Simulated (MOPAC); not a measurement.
Input file for MOPAC: PM6 on NiF+, 2S+1 = 3, a spin state set in the input, which need not be the lowest, a point of a bond scan (R = 1.836 Å). Charge +1.

```
PM6 1SCF PRECISE CHARGE=1 UHF MS=1 THREADS=1
FNi

Ni     0.00000000 1     0.00000000 1     0.00000000 1
F      0.00000000 1     0.00000000 1     1.83597100 1
```

Program output:

```
*******************************************************************************
 **                                                                           **
 **                              MOPAC v23.2.5                                **
 **                                                                           **
 *******************************************************************************
 ** MOPAC's Digital Object Identifier: https://doi.org/10.5281/zenodo.6511958 **
 **                                                                           **
 ** Please cite the open-source release paper for use of this MOPAC version:  **
 ** J. E. Moussa and J. J. P. Stewart (2026)                                  **
 ** MOPAC: An open-source semiempirical molecular orbital program             **
 ** J. Open Source Softw., 11(119), 8025, https://doi.org/10.21105/joss.08025 **
 *******************************************************************************

                              PM6 CALCULATION RESULTS

 *******************************************************************************
 *  PM6        - The PM6 Hamiltonian to be used
 *  UHF        - UNRESTRICTED HARTREE-FOCK CALCULATION
 *
 *
 *
 *                 CHARGE ON SYSTEM = +1
 *
 *
 *
 *  MS=        - IN MECI, MAGNETIC COMPONENT OF SPIN =  1.0
 *  PRECISE    - TIGHTER CRITERIA TO BE USED
 *  1SCF       - DO 1 SCF AND THEN STOP
 *  THREADS=1  - MULTI-THREADING NOT USED
 *  T=         - A TIME OF 172800.0 SECONDS REQUESTED
 *  DUMP=N     - RESTART FILE WRITTEN EVERY 7200.0 SECONDS REQUESTED
 *******************************************************************************
PM6 1SCF PRECISE CHARGE=1 UHF MS=1 THREADS=1
 FNi

   ATOM   CHEMICAL          X               Y               Z
  NUMBER   SYMBOL      (ANGSTROMS)     (ANGSTROMS)     (ANGSTROMS)

     1      Ni          0.00000000  *   0.00000000  *   0.00000000  *
     2       F          0.00000000  *   0.00000000  *   1.83597100  *



          CARTESIAN COORDINATES

    NO.       ATOM           X           Y           Z

     1        Ni          0.0000      0.0000      0.0000
     2         F          0.0000      0.0000      1.8360

 General Reference for PM6:
 "Optimization of Parameters for Semiempirical Methods V: Modification of NDDO Approximations
 and Application to 70 Elements", J. J. P. Stewart, J. Mol. Mod., 13, 1173-1213 (2007)
 URL: https://link.springer.com/article/10.1007/s00894-007-0233-4

           Empirical Formula: Ni F  =     2 atoms



      MOLECULAR POINT GROUP   :   C*v


          UHF CALCULATION, NO. OF ALPHA ELECTRONS =    9
                           NO. OF BETA  ELECTRONS =    7

 -------------------------------------------------------------------------------
 PM6 1SCF PRECISE CHARGE=1 UHF MS=1 THREADS=1
 FNi



     1SCF WAS SPECIFIED, SO BFGS WAS NOT USED
     SCF FIELD WAS ACHIEVED


                              PM6 CALCULATION
                                                       MOPAC v23.2.5 Linux




          FINAL HEAT OF FORMATION =        204.56384 KCAL/MOL =     855.89510 KJ/MOL


          COSMO AREA              =         62.20 SQUARE ANGSTROMS
          COSMO VOLUME            =         43.22 CUBIC ANGSTROMS

          IONIZATION POTENTIAL    =         15.104204 EV
          ALPHA SOMO LUMO (EV)    =        -15.104 -6.542
          BETA  SOMO LUMO (EV)    =        -15.718 -7.290
          NO. OF ALPHA ELECTRONS  =          9
          NO. OF BETA  ELECTRONS  =          7
          MOLECULAR WEIGHT        =         77.7084         POINT GROUP:  C*v

          MOLECULAR DIMENSIONS (Angstroms)

            Atom       Atom       Distance
            F     2   Ni     1     1.83597
            F     2   Ni     1     0.00000
           Ni     1    F     2     0.00000


          SCF CALCULATIONS        =          1





   ATOM   CHEMICAL          X               Y               Z
  NUMBER   SYMBOL      (ANGSTROMS)     (ANGSTROMS)     (ANGSTROMS)

     1      Ni          0.00000000  *   0.00000000  *   0.00000000  *
     2       F          0.00000000  *   0.00000000  *   1.83597100  *

                             CARTESIAN COORDINATES

   1   Ni        0.000000000     0.000000000     0.000000000
   2    F        0.000000000     0.000000000     1.835971000


           Empirical Formula: Ni F  =     2 atoms



      MOLECULAR POINT GROUP   :   C*v


          ALPHA EIGENVALUES
 -41.90901 -19.25477 -18.71221 -18.54087 -17.32731 -17.28656 -17.22190 -16.99774
 -15.10420  -6.54222  10.90653  10.93272  11.71943


           BETA EIGENVALUES
 -41.76008 -18.45717 -18.12015 -17.93627 -16.42426 -16.19430 -15.71841  -7.28975
  -6.64042  -5.31300  11.34716  11.43523  12.12427


              NET ATOMIC CHARGES AND DIPOLE CONTRIBUTIONS

  ATOM NO.   TYPE          CHARGE      No. of ELECS.   s-Pop       p-Pop       d-Pop
    1         Ni           1.468854        8.5311     0.34444     0.03922     8.14748
    2          F          -0.468854        7.4689     1.98136     5.48749
 DIPOLE           X         Y         Z       TOTAL
 POINT-CHG.     0.000     0.000    -6.291     6.291
 HYBRID        -0.000     0.000    -0.651     0.651
 SUM           -0.000     0.000    -6.942     6.942


          ATOMIC ORBITAL ELECTRON POPULATIONS

     Atom    s        px        py        pz      x^2-y^2     xz        z^2       yz        xy
    1 Ni   0.34444   0.00281   0.00264   0.03377   1.80447   1.99949   1.32301   1.02051   2.00000
    2  F   1.98136   1.99770   1.97685   1.51294


                    (SZ)    =    1.000000
                    (S**2)  =    2.005899


          ATOMIC ORBITAL SPIN POPULATIONS

    Atom   Total    s     px     py     pz   x^2-y^2  xz     z^2    yz     xy
         Atomic
    1 Ni  1.9431  0.137  0.000  0.000  0.003  0.196  0.000  0.628  0.979  0.000
    2  F  0.0569  0.000 -0.000  0.021  0.036

 **********************
 *                    *
 * JOB ENDED NORMALLY *
 *                    *
 **********************




 == MOPAC DONE ==
```

The run finished.

Cost: roughly 0.020 core-seconds.
